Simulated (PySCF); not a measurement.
BF2H3O2Si, SMILES F[SiH](B(O)O)F. Atoms are numbered in the order given.

```xyz
9

Si    -0.8549    -0.2648    -0.2228
F     -1.0601    -1.0341     1.2089
F     -1.7261     1.1042    -0.1316
B      1.1342     0.1029    -0.2669
O      1.8807    -0.1989     0.8315
O      1.7214     0.6338    -1.3648
H     -1.4784    -1.1023    -1.2776
H      1.3582    -0.5804     1.5505
H      2.6752     0.7654    -1.2481
```
Charge 0, spin multiplicity 1.

Geometry optimised at B3LYP-D3(BJ)/def2-SVP. This is a generated structure with no PubChem entry under its InChIKey; it may be hypothetical. Other conformers were not sampled.

Two levels are set side by side: PBE/pcSseg-1 (PySCF) and B3LYP/pcSseg-1 (PySCF). GIAO shifts against BF3 (¹¹B), CFCl3 (¹⁹F), H2O (¹⁷O), TMS (²⁹Si), TMS (¹H) at the same level; non-relativistic, no solvent, atoms listed together averaged. Differences are taken from unrounded values.

```tsv
quantity	B3LYP
δ(²⁹Si) of Si1 (ppm)	-1.3
δ(¹¹B) of B4 (ppm)	15.7
δ(¹H) of H7 (ppm)	5.38
```

Q: What does PBE give, and how far is it from B3LYP? (An estimate is asked for; the answer gives what the named calculation found.)

A: 
```tsv
quantity	PBE	PBE minus B3LYP
δ(²⁹Si) of Si1 (ppm)	6.7	8.0
δ(¹¹B) of B4 (ppm)	13.6	-2.1
δ(¹H) of H7 (ppm)	5.74	0.36
```

Rough cost on one machine, each run with all the roots and properties that it gave: B3LYP against PBE within a factor of 2.
